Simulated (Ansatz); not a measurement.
Geometry optimisation of Ga₅F.

```yaml
crystal:
  periodic: [false, false, false]
  atoms:
    - {symbol: Ga, position_ang: [2.801760, -0.668500, -0.107070]}
    - {symbol: Ga, position_ang: [-0.858490, -0.831210, 0.121560]}
    - {symbol: Ga, position_ang: [0.857070, -2.554040, -0.187130]}
    - {symbol: Ga, position_ang: [1.170790, 1.100940, 0.209110]}
    - {symbol: Ga, position_ang: [-1.262820, 2.179960, -0.034500]}
    - {symbol: F, position_ang: [-2.708310, 0.772840, -0.001980]}
basis:
  gaussian: {orbitals: def2-SVP}
hamiltonian: {xc: pbe, dispersion: d4}
scf: {lower_state_search: "off"}
output: {orbitals: {seedname: orbitals}}
relax: {f_tol: 0.02, max_steps: 100}
```

```sh
$ ansatz run in.yaml --threads 4 --pin off --events-out ev --progress --plain --max-ram 4787MiB
```

It prints (some lines left out):

```
Functional definition: PBE
mean field -264531.52352660 eV, -9721.3541836958 hartree, gradient 2.1e-6 eV, S^2 0.000000; 0 other end points of the search recorded, 0 dependent functions left out
relax step   1: F+E_penalty+E_count = -264531.83683442 eV  Δ(F+E_penalty+E_count) = +0.000e0 eV  max|allowed force component| = 1.460e0 eV/Å  Δτ_max = 0.0000 Å  (38 SCF iters, accepted)
mean field -264531.76170141 eV, -9721.3629364586 hartree, gradient 2.4e-6 eV, S^2 0.000000; 0 other end points of the search recorded, 0 dependent functions left out
relax step   2: F+E_penalty+E_count = -264532.08163914 eV  Δ(F+E_penalty+E_count) = -2.448e-1 eV  max|allowed force component| = 5.013e-1 eV/Å  Δτ_max = 0.1874 Å  (29 SCF iters, accepted)
mean field -264531.83713171 eV, -9721.3657084710 hartree, gradient 1.6e-6 eV, S^2 0.000000; 0 other end points of the search recorded, 0 dependent functions left out
relax step   3: F+E_penalty+E_count = -264532.15722874 eV  Δ(F+E_penalty+E_count) = -7.559e-2 eV  max|allowed force component| = 4.712e-1 eV/Å  Δτ_max = 0.1245 Å  (24 SCF iters, accepted)
mean field -264531.93496618 eV, -9721.3693038215 hartree, gradient 1.1e-6 eV, S^2 0.000000; 0 other end points of the search recorded, 0 dependent functions left out
relax step   4: F+E_penalty+E_count = -264532.25382197 eV  Δ(F+E_penalty+E_count) = -9.659e-2 eV  max|allowed force component| = 5.173e-1 eV/Å  Δτ_max = 0.1949 Å  (30 SCF iters, accepted)
mean field -264532.01309421 eV, -9721.3721749736 hartree, gradient 2.9e-6 eV, S^2 0.000000; 0 other end points of the search recorded, 0 dependent functions left out
relax step   5: F+E_penalty+E_count = -264532.33113634 eV  Δ(F+E_penalty+E_count) = -7.731e-2 eV  max|allowed force component| = 3.886e-1 eV/Å  Δτ_max = 0.1947 Å  (29 SCF iters, accepted)
mean field -264532.04973821 eV, -9721.3735216159 hartree, gradient 1.4e-6 eV, S^2 0.000000; 0 other end points of the search recorded, 0 dependent functions left out
relax step   6: F+E_penalty+E_count = -264532.36793132 eV  Δ(F+E_penalty+E_count) = -3.679e-2 eV  max|allowed force component| = 1.448e-1 eV/Å  Δτ_max = 0.0707 Å  (24 SCF iters, accepted)
mean field -264532.05520424 eV, -9721.3737224886 hartree, gradient 2.2e-6 eV, S^2 0.000000; 0 other end points of the search recorded, 0 dependent functions left out
relax step   7: F+E_penalty+E_count = -264532.37367817 eV  Δ(F+E_penalty+E_count) = -5.747e-3 eV  max|allowed force component| = 3.888e-2 eV/Å  Δτ_max = 0.0342 Å  (23 SCF iters, accepted)
mean field -264532.05618540 eV, -9721.3737585456 hartree, gradient 1.4e-6 eV, S^2 0.000000; 0 other end points of the search recorded, 0 dependent functions left out
relax step   8: F+E_penalty+E_count = -264532.37443588 eV  Δ(F+E_penalty+E_count) = -7.577e-4 eV  max|allowed force component| = 1.251e-2 eV/Å  Δτ_max = 0.0182 Å  (22 SCF iters, accepted)
mean field -264532.05692400 eV, -9721.3737856889 hartree, gradient 2.0e-6 eV, S^2 0.000000; 0 other end points of the search recorded, 0 dependent functions left out
relax step   9: F+E_penalty+E_count = -264532.37496318 eV  Δ(F+E_penalty+E_count) = -5.273e-4 eV  max|allowed force component| = 2.070e-2 eV/Å  Δτ_max = 0.0283 Å  (22 SCF iters, accepted)
mean field -264532.05821065 eV, -9721.3738329724 hartree, gradient 2.4e-6 eV, S^2 0.000000; 0 other end points of the search recorded, 0 dependent functions left out
relax step  10: F+E_penalty+E_count = -264532.37572604 eV  Δ(F+E_penalty+E_count) = -7.629e-4 eV  max|allowed force component| = 3.684e-2 eV/Å  Δτ_max = 0.0569 Å  (22 SCF iters, accepted)
mean field -264532.05937147 eV, -9721.3738756316 hartree, gradient 1.0e-6 eV, S^2 0.000000; 0 other end points of the search recorded, 0 dependent functions left out
relax step  11: F+E_penalty+E_count = -264532.37627160 eV  Δ(F+E_penalty+E_count) = -5.456e-4 eV  max|allowed force component| = 4.308e-2 eV/Å  Δτ_max = 0.1144 Å  (24 SCF iters, accepted)
mean field -264532.05926967 eV, -9721.3738718905 hartree, gradient 2.8e-6 eV, S^2 0.000000; 0 other end points of the search recorded, 0 dependent functions left out
relax step  12: F+E_penalty+E_count = -264532.37656816 eV  Δ(F+E_penalty+E_count) = -2.966e-4 eV  max|allowed force component| = 2.294e-2 eV/Å  Δτ_max = 0.0344 Å  (22 SCF iters, accepted)
mean field -264532.05927445 eV, -9721.3738720663 hartree, gradient 1.8e-6 eV, S^2 0.000000; 0 other end points of the search recorded, 0 dependent functions left out
relax step  13: F+E_penalty+E_count = -264532.37665102 eV  Δ(F+E_penalty+E_count) = -8.285e-5 eV  max|allowed force component| = 1.614e-2 eV/Å  Δτ_max = 0.0154 Å  (21 SCF iters, accepted)
mean field -264532.05940831 eV, -9721.3738769856 hartree, gradient 1.1e-6 eV, S^2 0.000000; 0 other end points of the search recorded, 0 dependent functions left out
relax step  14: F+E_penalty+E_count = -264532.37676049 eV  Δ(F+E_penalty+E_count) = -1.095e-4 eV  max|allowed force component| = 6.436e-3 eV/Å  Δτ_max = 0.0225 Å  (22 SCF iters, accepted)
Total energy: -264532.37679808 eV, -9721.3855408443 hartree
Atom 0 at     2.357465    -0.795501     0.012991 Å, force    -0.005029     0.005176     0.000778 eV/Å
Atom 1 at    -0.541159    -0.517461    -0.042009 Å, force    -0.006436    -0.001920    -0.003116 eV/Å
Atom 2 at     0.671787    -2.707838    -0.174014 Å, force    -0.000476     0.003309     0.000619 eV/Å
Atom 3 at     1.236298     1.384801     0.138810 Å, force     0.004485    -0.001386     0.000435 eV/Å
Atom 4 at    -1.453634     2.266173     0.106280 Å, force     0.002483    -0.003929    -0.000728 eV/Å
Atom 5 at    -2.270757     0.369815    -0.042069 Å, force     0.004974    -0.001249     0.002011 eV/Å
Dipole moment:     0.071728     0.093155     0.005085 e Å
Checks for a lower state left out: stability, starts, cluster_reference, orbital_swaps, neighbouring_geometries, increment
```

It took 29 s on 4 threads of Arm Neoverse V2 on a shared host.

The structure comes from a short search, and lower isomers may exist.
